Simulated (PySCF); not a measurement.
## SnN⁻ from Hartree–Fock to correlated methods

State: ¹Σ⁺ (singlet), closed shell. Set-up: PySCF, scalar-relativistic core potentials, basis sets Sn def2-SVPD with ECP28, N def2-SVPD. De refers to Sn⁻ + N in their high-spin ground configurations, without counterpoise correction. A positive dipole points towards N; it is taken about the centre of mass and depends on that origin. Levels whose curve was spin-contaminated or gave no clean fit are not listed.

| Level | Re (Å) | ωe (cm⁻¹) | De (eV) | μ (D) |
| --- | --- | --- | --- | --- |
| RHF | 1.846 | 948 | n/a | -5.43 |
| RHF-MP2 | 2.022 | 511 | 4.53 | n/a |
| RHF-SCS-MP2 | 1.997 | 571 | 4.29 | n/a |
| RHF-CCSD | 1.908 | 793 | 2.86 | n/a |
| RHF-CCSD(T) | 1.935 | 731 | 3.47 | n/a |
| PBE | 1.909 | 780 | 4.50 | -4.23 |
| PBEsol | 1.898 | 796 | 4.69 | -4.19 |
| B97-3 | 1.886 | 837 | 3.62 | -4.68 |

Question: Which functional lies closest to RHF-CCSD(T) in De, which farthest, and by how much do they differ from it?

Answer: Closest is B97-3 (-4.9 pm in Re, +14.5 % in ωe, +0.15 eV in De against RHF-CCSD(T) in the same basis), farthest PBEsol (-3.7 pm in Re, +8.9 % in ωe, +1.22 eV in De). CCSD(T) converges more slowly with the basis than the functionals do and binds too weakly in this one, so the order can change at the basis-set limit.

Question: What does second-order correlation do here, going from RHF to RHF-MP2?

Answer: RHF-MP2 less RHF: +17.6 pm in Re, -46.1 % in ωe. Correlation nearly always deepens the well. The bond lengthens, as in strong covalent bonds, where excitations into antibonding orbitals dominate.

Question: What does all correlation do here, going from RHF to RHF-CCSD(T)?

Answer: RHF-CCSD(T) less RHF: +8.9 pm in Re, -22.9 % in ωe. Correlation nearly always deepens the well. The bond lengthens, as in strong covalent bonds, where excitations into antibonding orbitals dominate.

Correlated steps freeze 5 core orbitals. Correlated levels converge slowly with the basis: in double zeta they bind strong bonds too weakly, by up to about 1 eV, and carry superposition errors of some tenths. These are scalar-relativistic numbers at best; spin–orbit coupling would shift them, the dissociation energy most. For an ion De counts to the pair picked by the measured ionisation energies or electron affinities, which need not be the lowest pair at this level. Where the molecule has an RHF reference, its open-shell atoms are computed with UHF. The highest Kohn–Sham level is positive in this anion. Much of that is self-interaction error, but it also means that the finite basis helps to hold the extra electron. The CCSD T1 diagnostic is raised, a sign that a single reference may not be enough here.

The whole job (state search and all levels along the bond) took about 2.9 min on 1 thread of Arm Neoverse V1 (shared host), peak memory 0.64 GiB.
